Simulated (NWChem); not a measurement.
System: C2H7NOSi; SMILES C/N=C/O[SiH3]

```xyz
12

C      0.4111    -2.5203     0.0000
N      0.2906    -1.0920     0.0000
C     -0.8488    -0.5518     0.0000
O     -0.9855     0.7734     0.0000
Si     0.4597     1.6952     0.0000
H      0.9827    -2.8501    -0.8829
H      0.9827    -2.8501     0.8829
H     -0.5600    -3.0531     0.0000
H     -1.8165    -1.0871     0.0000
H      1.2557     1.4531     1.2333
H     -0.0593     3.0911     0.0000
H      1.2557     1.4531    -1.2333
```
Atoms are numbered in this order, from 1.

Results from NWChem. Pople sets run with spherical d functions. The geometry was optimised at PBE0/def2-SVP. No frequency run checked for a minimum. Level M06-2X/6-31G*: energy and gradient on several grids; changes count from the extra-fine grid, which is no exact limit either.

```tsv
grid	size of the energy change (μHa)	largest change of a gradient component (μHa/bohr)	time, medium = 1 (rough)
xcoarse	40000	5000	0.5
coarse	400	700	about 1
medium	30	200	about 1
fine	10	100	about 1
xfine	< 10	< 30	about 1
```
